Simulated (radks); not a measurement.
The numbers below are computed, except where a source is named.
Charge is removed step by step from the 3s1/2 level of neutral magnesium, starting from [Ne] 3s2. Level of theory: Dirac Kohn-Sham, BLYP, spin-unpolarised, spherical densities, finite nucleus; Fermi nuclear charge, rms radius 3.057 fm (a radial shooting solver on a logarithmic mesh with Libxc functionals).

\begin{tabular}{lrrr}
removed (e) & E - E(0) (eV) & eigenvalue (eV) & E minus straight line (eV) \\ \hline
0 & 0.000 & -4.572 & 0.000 \\
0.25 & 1.341 & -6.168 & -0.633 \\
0.5 & 3.091 & -7.846 & -0.856 \\
0.75 & 5.270 & -9.595 & -0.651 \\
1 & 7.894 & -11.407 & 0.000 \\
\end{tabular}

Removing the whole electron costs 7.894 eV by Delta-SCF, against 4.572 eV from minus the eigenvalue at the starting occupation. Slater's transition state (half an electron removed) gives 7.846 eV. Integrating minus the eigenvalue over the occupation (Janak's theorem) gives 7.894 eV. The mean slope of the eigenvalue, de/dn, is 6.83 eV per electron. Ionisation energy of Mg in the NIST Atomic Spectra Database: 7.646 eV (measured).

Beside tabulated values, note that spin-unpolarised runs miss the spin-polarisation part of the exchange energy of open shells.
